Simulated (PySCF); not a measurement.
C6H12S.
Numbering: `[SH:1][CH:2]1[CH2:3][CH2:4][CH2:5][CH2:6][CH2:7]1` (hydrogens: H8 on S1; H9 on C2; H10, H11 on C3; H12, H13 on C4; H14, H15 on C5; H16, H17 on C6; H18, H19 on C7)

Structure used (PBE0-D3(BJ)/def2-TZVP), in Å, numbered top down from 1:
```
atom  x, y, z in Å
S1     2.5789   -1.4232    0.3066
C2     1.1273   -0.4736   -0.2405
C3    -0.0773   -1.4039   -0.1933
C4    -1.3406   -0.6782   -0.6380
C5    -1.5835    0.5763    0.1887
C6    -0.3733    1.4987    0.1560
C7     0.8889    0.7701    0.6013
H8     3.4729   -0.4272    0.1976
H9     1.2970   -0.1794   -1.2818
H10   -0.2032   -1.7653    0.8346
H11    0.1028   -2.2821   -0.8194
H12   -2.1981   -1.3535   -0.5702
H13   -1.2442   -0.4021   -1.6952
H14   -1.7888    0.2891    1.2273
H15   -2.4724    1.1015   -0.1720
H16   -0.5407    2.3724    0.7923
H17   -0.2342    1.8781   -0.8639
H18    0.7957    0.4668    1.6502
H19    1.7560    1.4346    0.5417
```

The closed-shell ground state was solved at several levels (PySCF, density fitting, gas phase, non-relativistic). The structure is a single PBE0-D3(BJ)/def2-TZVP conformer in the gas phase; no vibrational or solvent corrections.

| level | basis functions | HOMO (eV) | LUMO (eV) | gap (eV) | dipole (D) |
| --- | --- | --- | --- | --- | --- |
| wB97X-D/pcSseg-2 | 427 | -8.58 | 1.98 | 10.56 | 1.96 |
| B97-2/pcSseg-2 | 427 | -6.44 | 0.27 | 6.71 | 1.94 |
| PBE0/pcSseg-2 | 427 | -6.69 | 0.26 | 6.95 | 1.95 |

Q: Estimate the row for KT3/pcSseg-2, a basis of 427 functions; the other rows only guide the guess.

A: HOMO -5.54 eV, LUMO -0.64 eV, gap 4.90 eV, dipole 1.89 D.

Q: Over all these levels, which gives the widest orbital gap and which the narrowest?

A: wB97X-D/pcSseg-2 (range-separated hybrid) has the widest, 10.56 eV, and KT3/pcSseg-2 (GGA) the narrowest, 4.90 eV. From the narrowest to the widest the HOMO moves by -3.04 eV and the LUMO by +2.62 eV.

Q: In the pcSseg-2 basis, how does the gap go with the fixed share of exact exchange?

A: KT3 (0 %) 4.90 eV; B97-2 (21 %) 6.71 eV; PBE0 (25 %) 6.95 eV. Each rise in the share widens the gap here.

Q: How far do the dipole and the HOMO energy spread over the levels?

A: The dipole runs from 1.89 to 1.96 D (mean 1.93 D) and the HOMO from -8.58 to -5.54 eV.
